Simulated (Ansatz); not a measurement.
Consider the ligand exchange at the Si–N bond: `C[SiH](C)[NH][GaH2]` + `Cl[SiH2][NH][GeH3]` → `C[SiH](C)[N]([GeH3])[SiH2]Cl` + `[NH2][GaH2]`.

Computed with Ansatz on PBE0-D4/def2-TZVP structures; ΔE is electronic, products minus reactants. CCSD(T)/CBS adds triple-zeta CCSD(T) − MP2 to the extrapolated MP2 energy (def2 sets, frozen cores). Functionals use def2-TZVPP. For Ga, Ge outer-core shells are correlated without core-valence functions, which leaves a few kJ/mol of doubt a bond. Scalar relativity is left out up to krypton. Each species was taken in one conformer, which may not be the lowest.

`C[SiH](C)[NH][GaH2]`:

```xyz
15

C    -1.276   -1.712    0.053
Si    0.175   -0.604    0.462
C     1.323   -0.459   -1.001
N    -0.363    0.974    0.933
Ga   -0.004    2.634    0.252
H    -1.963   -1.790    0.899
H    -1.837   -1.322   -0.801
H    -0.937   -2.722   -0.193
H     0.916   -1.242    1.595
H     0.821   -0.018   -1.865
H     1.675   -1.454   -1.289
H     2.199    0.152   -0.772
H    -0.977    0.991    1.737
H     0.939    2.735   -0.986
H    -0.692    3.838    0.976
```

`Cl[SiH2][NH][GeH3]`:

```xyz
10

Cl    2.325    0.098    1.669
Si    1.528    0.015   -0.240
N    -0.038   -0.645   -0.305
Ge   -1.605    0.221    0.150
H     1.474    1.416   -0.711
H     2.458   -0.824   -1.030
H    -0.103   -1.653   -0.313
H    -1.294    1.720    0.069
H    -2.054   -0.166    1.570
H    -2.692   -0.181   -0.860
```

`C[SiH](C)[N]([GeH3])[SiH2]Cl`:

Cartesian coordinates in Å:
```
C -1.592 -1.444 0.864
Si 0.104 -0.673 0.768
C 1.280 -1.788 -0.155
N -0.002 0.893 -0.004
Ge 1.478 2.017 0.095
Si -1.273 1.343 -1.044
Cl -1.298 0.212 -2.778
H -2.291 -0.819 1.424
H -1.520 -2.409 1.374
H -2.012 -1.625 -0.129
H 0.632 -0.450 2.145
H 0.922 -1.956 -1.174
H 1.369 -2.758 0.342
H 2.280 -1.353 -0.216
H 1.953 2.363 -1.326
H 1.092 3.299 0.849
H 2.565 1.248 0.859
H -1.078 2.754 -1.459
H -2.607 1.145 -0.436
```

`[NH2][GaH2]`:

```xyz
6

N     0.566    0.721    0.263
Ga   -0.511   -0.650   -0.237
H     0.400    1.303    1.065
H     1.400    0.989   -0.230
H    -1.765   -0.919    0.653
H    -0.090   -1.444   -1.514
```

| level | ΔE (kJ/mol) |
| --- | --- |
| BLYP-D4 | -8.5 |
| r2SCAN-D4 | -7.9 |
| LC-ωPBE | -3.0 |
| HF/CBS(def2) | 7.6 |

Task: What does CCSD(T)/CBS give? (Estimate.)

Result: Computed: -9.4 kJ/mol. The listed levels differ from it by 0.9, 1.5, 6.4, 17.0 kJ/mol.

Largest T1 diagnostic among the species: 0.014.

From BLYP to BHLYP (50 % exact exchange), in def2-TZVPP and without D4, ΔE moves by −4.5 kJ/mol. Leaving LDA and LC-ωPBE aside and taking each functional with its dispersion term where it has one, the values, not all of them listed here, spread over 9.8 kJ/mol, from revPBE-D4 to B2PLYP. LDA lies −9.5 kJ/mol from PBE without D4. In def2-TZVPP, CCSD(T) changes the Hartree–Fock value by −16.0 kJ/mol (the triples alone add −2.6 kJ/mol) and MP2 by −18.4 kJ/mol.
